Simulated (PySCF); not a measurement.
## TDDFT excited states: P4S3

PP3SSS nortricyclane, P4S3.
Z-matrix (Å and degrees, PBE0-D3(BJ)/def2-SVP geometry), rows numbered from 1:
```
P 
S   1  2.1216
P   2  2.1108  1  102.72
P   3  2.2556  2  103.45  1    30.87
S   4  2.1100  3  103.34  2     0.13
P   4  2.2534  3   59.99  2   -97.89
S   6  2.1086  3  103.46  4   -97.94
```

Theory: PySCF 2.14.0, density-fitted response routines, TDDFT wB97X-D/def2-SVPD, vertical, gas phase, core orbitals frozen in the response.

Task: What does the calculation give for the low-lying excited states?

Result: 

```json
{"state": "S1", "E (eV)": "3.94", "E (hartree)": "0.1448", "f": "0.0011", "|μ| (D)": "0.27", "symmetry": "–", "main configurations (H = HOMO, L = LUMO)": "H-1/H→L (97%)"}
{"state": "S2", "E (eV)": "3.94", "E (hartree)": "0.1449", "f": "0.0010", "|μ| (D)": "0.26", "symmetry": "–", "main configurations (H = HOMO, L = LUMO)": "H-1/H→L (97%)"}
{"state": "S3", "E (eV)": "4.42", "E (hartree)": "0.1624", "f": "0.0000", "|μ| (D)": "0.00", "symmetry": "–", "main configurations (H = HOMO, L = LUMO)": "H-2→L (94%)"}
{"state": "S4", "E (eV)": "4.92", "E (hartree)": "0.1809", "f": "0.0015", "|μ| (D)": "0.28", "symmetry": "–", "main configurations (H = HOMO, L = LUMO)": "H-3→L (97%)"}
{"state": "S5", "E (eV)": "5.13", "E (hartree)": "0.1885", "f": "0.0000", "|μ| (D)": "0.01", "symmetry": "–", "main configurations (H = HOMO, L = LUMO)": "H-1/H→L+1/L+2 (≥85%)"}
{"state": "S6", "E (eV)": "5.18", "E (hartree)": "0.1902", "f": "0.0002", "|μ| (D)": "0.10", "symmetry": "–", "main configurations (H = HOMO, L = LUMO)": "H-1/H→L+1/L+2 (≥41%), H-1/H→L+3 (≥28%)"}
{"state": "S7", "E (eV)": "5.18", "E (hartree)": "0.1903", "f": "0.0002", "|μ| (D)": "0.10", "symmetry": "–", "main configurations (H = HOMO, L = LUMO)": "H-1/H→L+1/L+2 (≥38%), H-1/H→L+3 (≥32%)"}
{"state": "S8", "E (eV)": "5.37", "E (hartree)": "0.1975", "f": "0.0050", "|μ| (D)": "0.49", "symmetry": "E", "main configurations (H = HOMO, L = LUMO)": "H-1/H→L+3 (≥45%), H-1/H→L+4 (≥18%)"}
{"state": "S9", "E (eV)": "5.37", "E (hartree)": "0.1975", "f": "0.0049", "|μ| (D)": "0.49", "symmetry": "E", "main configurations (H = HOMO, L = LUMO)": "H-1/H→L+3 (≥45%), H-1/H→L+4 (≥18%)"}
```

Triplets, Tamm–Dancoff:

```
state  E (eV)  λ (nm)  main configurations (H = HOMO, L = LUMO)
   T1    3.63   341.4                            H-1/H→L (≥96%)
   T2    3.63   341.2                            H-1/H→L (≥96%)
   T3    4.12   300.8                               H-2→L (89%)
```

The lowest singlet level (S1/S2) lies at 3.94 eV (315 nm, ultraviolet) and is very weak. The most intense listed level is S8/S9 at 5.37 eV (231 nm, f = 0.0099 summed), 1.43 eV above S1. It is the last of those listed, so stronger ones may follow. S1/S2, S6/S7 and S8/S9 lie within about 0.01 eV of each other in each set; the point group C3v has degenerate representations, and within a degenerate level the listed configurations can mix freely. Löwdin shares by element: HOMO (one of a set within 0.03 eV) phosphorus 60% or more, sulfur 17% or more (atoms not listed hold the other 23%); LUMO phosphorus 49% or more, sulfur 15% or more (atoms not listed hold the other 36%). Of the 9 states listed, none reaches f = 0.01 and 4 stay under 0.0005. The oscillator strengths of these states sum to 0.014; summed over the whole spectrum of an exact calculation they would give the number of electrons, 108 (Thomas–Reiche–Kuhn). Weighted by f, the mean energy of these states is 5.10 eV. The vertical ionisation energy (ΔSCF) is 9.22 eV, 3.85 eV above S9. Symmetry labels in C3v follow from the direction of the transition dipole and are given only for states with f of 0.002 or more. Orbitals of the list HOMO-3 to LUMO+2 that lie within 0.01 eV of each other are written together with a slash and their weights summed (≥ marks a lower bound); for degenerate orbitals outside that list single weights are arbitrary. Singlets were solved by full linear response, triplets in the Tamm–Dancoff approximation. The highest level found (5.40 eV, f 0.0009 so far) is left out, since the window may have cut off a degenerate partner.

Time: 93 s wall (with the writing of density and orbital grids); peak memory 0.93 GiB. Hardware: Intel Xeon 6975P-C, one thread, on a shared host.

One conformer stands for the species.
